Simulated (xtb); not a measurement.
F4Ta, doublet, geometry from GFN2-xTB (such geometries of metal compounds can be far from the true shape) (the multiplicity is a formal guess); GFN0-xTB with ALPB(hexane) in xtb.

Here is a job for xtb.
```
$ xtb mol.xyz --gfn 0 --uhf 1 --alpb hexane --json

# file mol.xyz
5

Ta     0.00000000     0.00000000    -0.00000000
F      0.51886739     1.16694161    -1.28956491
F      0.10389302    -1.25026783     1.31148402
F     -0.44161278    -1.25382413    -1.23566053
F     -0.18114763     1.33715035     1.21374142
```

Output, abridged:

```
   ID    Z sym.   atoms
    1   73 Ta     1
    2    9 F      2-5

           -------------------------------------------------
          |                Calculation Setup                |
           -------------------------------------------------

           -------------------------------------------------
          |                 G F N 0 - x T B                 |
           -------------------------------------------------

      * Solvation model:               ALPB
        Solvent                        hexane
        Parameter file                 internal GFN-FF/ALPB
        Dielectric constant                1.8800E+00
        Reference state                gsolv [1 M gas/solution]
        Free energy shift                  4.1595E-03 Eh       2.6101E+00 kcal/mol
        Temperature                        2.9815E+02 K
        Density                            6.6000E-01 kg/L
        Solvent mass                       8.6180E+01 g/mol
        Interaction kernel             P16
        Born radius scaling (c1)           1.4775E+00
        Born radii integrator          GBOBC
        Born offset                        0.0000E+00 a0       0.0000E+00 AA
        H-bond correction              false
        Ion screening                  false
        Surface tension                    1.0000E-05 Eh       1.5569E+01 dyn/cm
        Grid points                               230 per atom

          ...................................................
          :                      SETUP                      :
          :.................................................:
          :  # basis functions                  26          :
          :  # atomic orbitals                  25          :
          :  # shells                           11          :
          :  # electrons                        33          :
          :  electronic temp.          300.0000000     K    :
          :  accuracy                    1.0000000          :
          :  -> integral cutoff          0.2500000E+02      :
          :  -> integral neglect         0.1000000E-07      :
          ...................................................

         :::::::::::::::::::::::::::::::::::::::::::::::::::::
         ::                     SUMMARY                     ::
         :::::::::::::::::::::::::::::::::::::::::::::::::::::
         :: total energy             -17.531422944201 Eh    ::
         :: total w/o Gsasa/hb       -17.533073269362 Eh    ::
[...]
        18                         -0.2808882              -7.6434 (LUMO)
        19                         -0.2808882              -7.6434
        20                         -0.2679215              -7.2905
        21                         -0.0584345              -1.5901
        22                          0.0847500               2.3062
        23                          0.0847500               2.3062
        24                          0.4116939              11.2028
        25                          0.6598242              17.9547
      -------------------------------------------------------------
                  HL-Gap            0.0544678 Eh            1.4821 eV
             Fermi-level            0.0000000 Eh            0.0000 eV

     #   Z          covCN         q      C6AA      α(0)
     1  73 Ta       2.638     0.590   354.908    40.264
     2   9 F        0.660    -0.147    10.775     3.783
     3   9 F        0.660    -0.147    10.775     3.783
     4   9 F        0.660    -0.147    10.775     3.783
     5   9 F        0.660    -0.147    10.775     3.783

 Mol. C6AA /au·bohr⁶  :        968.607017
 Mol. C8AA /au·bohr⁸  :      90532.493514
 Mol. α(0) /au        :         55.397787

Wiberg/Mayer (AO) data.
largest (>0.10) Wiberg bond orders for each atom

 ---------------------------------------------------------------------------
     #   Z sym  total        # sym  WBO       # sym  WBO       # sym  WBO
 ---------------------------------------------------------------------------
     1  73 Ta   2.740 --     4 F    0.685     3 F    0.685     2 F    0.685
                             5 F    0.685
     2   9 F    0.722 --     1 Ta   0.685
     3   9 F    0.722 --     1 Ta   0.685
     4   9 F    0.722 --     1 Ta   0.685
     5   9 F    0.722 --     1 Ta   0.685
 ---------------------------------------------------------------------------

Topologies differ in total number of bonds
Writing topology from bond orders to xtbtopo.mol

 dipole moment from electron density (au)
     X       Y       Z
   0.0000  -0.0000  -0.0000  total (Debye):    0.000

           -------------------------------------------------
          | TOTAL ENERGY              -17.531422944201 Eh   |
          | GRADIENT NORM               0.035643796393 Eh/α |
          | HOMO-LUMO GAP               1.482144591725 eV   |
           -------------------------------------------------

normal termination of xtb
```
